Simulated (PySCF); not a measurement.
C₃HF₄, SMILES [CH]=C(F)C(F)(F)F, multiplicity 2. The structure is a stationary point at PBE-D3(BJ)/def2-SVP. The isomer is the one that the SMILES or the coordinates give; other isomers of the formula were not compared.

Computed equilibrium geometry at PBE-D3(BJ)/def2-SVP (PySCF confirms it by a frequency run) as Cartesian coordinates in Å, and its point group:
point group Cs.
```xyz
8

C      1.2327     1.6544     0.0000
C      0.1034     0.9697     0.0000
F     -1.1174     1.5317     0.0000
C      0.0175    -0.5509     0.0000
F     -0.6454    -0.9908    -1.0893
F     -0.6454    -0.9908     1.0893
F      1.2487    -1.0984     0.0000
H      2.3129     1.4947     0.0000
```
Charge 0, spin multiplicity 2.
